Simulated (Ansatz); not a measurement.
Ansatz (a first-principles code) input for W(O)(NH)(Cl)2 (Cl2HNOW), SMILES [W](=[O])([Cl])(=[NH])[Cl], multiplicity 1, PBE-D3(BJ)/def2-SVP. 

Ansatz 0.2 input:
```yaml
crystal:
  periodic: [false, false, false]
  atoms:
    - {symbol: W, position_ang: [0.03629551, 0.22478332, 0.00000000]}
    - {symbol: O, position_ang: [1.54353860, 0.97031179, 0.00000001]}
    - {symbol: N, position_ang: [-1.31139275, 1.37717569, -0.00000000]}
    - {symbol: H, position_ang: [-1.88196007, 2.22085051, -0.00000000]}
    - {symbol: Cl, position_ang: [-0.11683726, -1.06639825, -1.75914371]}
    - {symbol: Cl, position_ang: [-0.11683726, -1.06639826, 1.75914371]}
basis:
  gaussian:
    orbitals: def2-SVP
hamiltonian:
  xc: pbe
  dispersion: d3bj
relax: {f_tol: 0.002, max_steps: 200}
```

Log of the run:

```
WARN ansatz: RAYON_NUM_THREADS=1 ignored (pool sized by the plan → 1); use --threads N
Functional definition: PBE
integrals: 0.05 GiB planned
1070 factors; their error is unknown
mean field: 0.27 GiB planned
mean field evaluation 1: about -30387.1266 eV, gradient 9.7e1 eV
mean field evaluation 2: about -30119.4865 eV, gradient 3.0e2 eV
mean field evaluation 4: about -30394.4339 eV, gradient 7.6e1 eV
mean field evaluation 8: about -30406.1433 eV, gradient 2.3e0 eV
mean field evaluation 16: about -30406.0992 eV, gradient 5.2e-4 eV
mean field -30406.09922146 eV, -1117.4035363942 hartree, gradient 2.3e-5 eV, S^2 0.000000; 0 other end points of the search recorded, 0 dependent functions left out
the calculation of the forces begins
reference -30406.09928418 eV, -1117.4035386992 hartree; 32, 32 occupied and 69, 69 virtual orbitals, 1070 factors
relax step   1: F+E_penalty+E_count = -30406.29476956 eV  Δ(F+E_penalty+E_count) = +0.000e0 eV  max|allowed force component| = 2.184e0 eV/Å  Δτ_max = 0.0000 Å  (32 SCF iters, accepted)
these checks for a lower state are left out or cut short: starts, cluster_reference, orbital_swaps, neighbouring_geometries, increment
integrals: 0.05 GiB planned
1070 factors; their error is unknown
mean field: 0.27 GiB planned
mean field -30406.42829948 eV, -1117.4156297887 hartree, gradient 8.1e-6 eV, S^2 0.000000; 0 other end points of the search recorded, 0 dependent functions left out
the calculation of the forces begins
reference -30406.42836202 eV, -1117.4156320867 hartree; 32, 32 occupied and 69, 69 virtual orbitals, 1070 factors
relax step   2: F+E_penalty+E_count = -30406.61592470 eV  Δ(F+E_penalty+E_count) = -3.212e-1 eV  max|allowed force component| = 6.207e-1 eV/Å  Δτ_max = 0.1781 Å  (38 SCF iters, accepted)
these checks for a lower state are left out or cut short: starts, cluster_reference, orbital_swaps, neighbouring_geometries, increment
integrals: 0.05 GiB planned
1070 factors; their error is unknown
mean field: 0.27 GiB planned
mean field evaluation 32: about -30406.4506 eV, gradient 2.4e-1 eV
mean field -30406.45110637 eV, -1117.4164679262 hartree, gradient 1.1e-5 eV, S^2 0.000000; 0 other end points of the search recorded, 0 dependent functions left out
the calculation of the forces begins
reference -30406.45116884 eV, -1117.4164702221 hartree; 32, 32 occupied and 69, 69 virtual orbitals, 1070 factors
relax step   3: F+E_penalty+E_count = -30406.63983732 eV  Δ(F+E_penalty+E_count) = -2.391e-2 eV  max|allowed force component| = 2.559e-1 eV/Å  Δτ_max = 0.0391 Å  (34 SCF iters, accepted)
these checks for a lower state are left out or cut short: starts, cluster_reference, orbital_swaps, neighbouring_geometries, increment
integrals: 0.05 GiB planned
1070 factors; their error is unknown
mean field: 0.27 GiB planned
mean field -30406.45770094 eV, -1117.4167102724 hartree, gradient 1.2e-5 eV, S^2 0.000000; 0 other end points of the search recorded, 0 dependent functions left out
the calculation of the forces begins
reference -30406.45776346 eV, -1117.4167125697 hartree; 32, 32 occupied and 69, 69 virtual orbitals, 1070 factors
relax step   4: F+E_penalty+E_count = -30406.64681453 eV  Δ(F+E_penalty+E_count) = -6.977e-3 eV  max|allowed force component| = 3.197e-1 eV/Å  Δτ_max = 0.0235 Å  (34 SCF iters, accepted)
these checks for a lower state are left out or cut short: starts, cluster_reference, orbital_swaps, neighbouring_geometries, increment
integrals: 0.05 GiB planned
1070 factors; their error is unknown
mean field: 0.27 GiB planned
mean field -30406.47146812 eV, -1117.4172162069 hartree, gradient 1.1e-5 eV, S^2 0.000000; 0 other end points of the search recorded, 0 dependent functions left out
the calculation of the forces begins
reference -30406.47153075 eV, -1117.4172185084 hartree; 32, 32 occupied and 69, 69 virtual orbitals, 1070 factors
relax step   5: F+E_penalty+E_count = -30406.66060596 eV  Δ(F+E_penalty+E_count) = -1.379e-2 eV  max|allowed force component| = 7.643e-2 eV/Å  Δτ_max = 0.0636 Å  (34 SCF iters, accepted)
these checks for a lower state are left out or cut short: starts, cluster_reference, orbital_swaps, neighbouring_geometries, increment
integrals: 0.05 GiB planned
1070 factors; their error is unknown
mean field: 0.27 GiB planned
mean field -30406.46943949 eV, -1117.4171416561 hartree, gradient 1.3e-5 eV, S^2 0.000000; 0 other end points of the search recorded, 0 dependent functions left out
the calculation of the forces begins
reference -30406.46950217 eV, -1117.4171439596 hartree; 32, 32 occupied and 69, 69 virtual orbitals, 1070 factors
relax step   6: F+E_penalty+E_count = -30406.65869758 eV  Δ(F+E_penalty+E_count) = +1.908e-3 eV  max|allowed force component| = 3.175e-1 eV/Å  Δτ_max = 0.0691 Å  (41 SCF iters, rejected (line search))
these checks for a lower state are left out or cut short: starts, cluster_reference, orbital_swaps, neighbouring_geometries, increment
integrals: 0.05 GiB planned
1070 factors; their error is unknown
mean field: 0.27 GiB planned
mean field evaluation 64: about -30406.5366 eV, gradient 7.4e-2 eV
mean field -30406.47312537 eV, -1117.4172771096 hartree, gradient 1.8e-5 eV, S^2 0.000000; 0 other end points of the search recorded, 0 dependent functions left out
the calculation of the forces begins
reference -30406.47318804 eV, -1117.4172794126 hartree; 32, 32 occupied and 69, 69 virtual orbitals, 1070 factors
relax step   7: F+E_penalty+E_count = -30406.66242141 eV  Δ(F+E_penalty+E_count) = -1.815e-3 eV  max|allowed force component| = 8.979e-2 eV/Å  Δτ_max = 0.0346 Å  (32 SCF iters, accepted)
these checks for a lower state are left out or cut short: starts, cluster_reference, orbital_swaps, neighbouring_geometries, increment
integrals: 0.05 GiB planned
1070 factors; their error is unknown
mean field: 0.27 GiB planned
mean field -30406.47327363 eV, -1117.4172825582 hartree, gradient 1.3e-5 eV, S^2 0.000000; 0 other end points of the search recorded, 0 dependent functions left out
the calculation of the forces begins
reference -30406.47333630 eV, -1117.4172848612 hartree; 32, 32 occupied and 69, 69 virtual orbitals, 1070 factors
relax step   8: F+E_penalty+E_count = -30406.66258559 eV  Δ(F+E_penalty+E_count) = -1.642e-4 eV  max|allowed force component| = 1.440e-2 eV/Å  Δτ_max = 0.0049 Å  (34 SCF iters, accepted)
these checks for a lower state are left out or cut short: starts, cluster_reference, orbital_swaps, neighbouring_geometries, increment
integrals: 0.05 GiB planned
1070 factors; their error is unknown
mean field: 0.27 GiB planned
mean field -30406.47329202 eV, -1117.4172832338 hartree, gradient 1.3e-5 eV, S^2 0.000000; 0 other end points of the search recorded, 0 dependent functions left out
the calculation of the forces begins
reference -30406.47335468 eV, -1117.4172855367 hartree; 32, 32 occupied and 69, 69 virtual orbitals, 1070 factors
relax step   9: F+E_penalty+E_count = -30406.66259095 eV  Δ(F+E_penalty+E_count) = -5.352e-6 eV  max|allowed force component| = 1.759e-3 eV/Å  Δτ_max = 0.0007 Å  (35 SCF iters, accepted)
integrals: 0.05 GiB planned
1070 factors; their error is unknown
mean field: 0.27 GiB planned
mean field evaluation 96: about -30406.5342 eV, gradient 1.1e-1 eV
mean field -30406.47329202 eV, -1117.4172832338 hartree, gradient 1.6e-5 eV, S^2 0.000000; 1 other end points of the search recorded, 0 dependent functions left out
the calculation of the forces begins
reference -30406.47335468 eV, -1117.4172855367 hartree; 32, 32 occupied and 69, 69 virtual orbitals, 1070 factors
Total energy: -30406.66265361 eV, -1117.4242421440 hartree
Atom 0 at    -0.009164     0.153866     0.000038 Å, force     0.001252     0.000483    -0.001759 eV/Å
Atom 1 at     1.430553     1.085836    -0.000023 Å, force    -0.001522    -0.000928     0.000414 eV/Å
Atom 2 at    -1.369105     1.271390    -0.000170 Å, force     0.000114     0.000378     0.001288 eV/Å
Atom 3 at    -1.674248     2.251739     0.000115 Å, force    -0.000232     0.000250    -0.000505 eV/Å
Atom 4 at    -0.112607    -1.051242    -1.948393 Å, force     0.000290    -0.000114     0.000106 eV/Å
Atom 5 at    -0.112622    -1.051263     1.948433 Å, force     0.000099    -0.000069     0.000455 eV/Å
Dipole moment:    -0.272610     0.155809     0.000143 e Å
```

The run converged.
